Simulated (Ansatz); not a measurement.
```tsv
atom	x (Å)	y (Å)	z (Å)
N	-0.0047	0.0139	0.5150
F	1.2402	-0.0272	-0.1564
F	-0.5929	1.0120	-0.0995
F	-0.5885	-1.0924	-0.0959
```

Basis set: STO-3G (spherical functions). Left uncorrelated: 4 orbitals. Charge 0, multiplicity 1.

Computed with Ansatz (development build ahead of 0.2.0); each method stands on the lowest determinant of its kind that the runs found. Restricted open shells among the atoms or ions are ROHF, correlated in semicanonical orbitals with singles.

Problem. Give the atomization energy at this shape (free ground-state atoms in the same class of orbitals less the molecule, no zero-point energy) of singlet NF3 by RHF-MP2, RHF.

Solution.

```
 method  atomization energy
RHF-MP2             4.76 eV
    RHF             1.84 eV
```

This basis has no polarisation functions and is too small for such energies, which can lie far from measured ones in either direction.
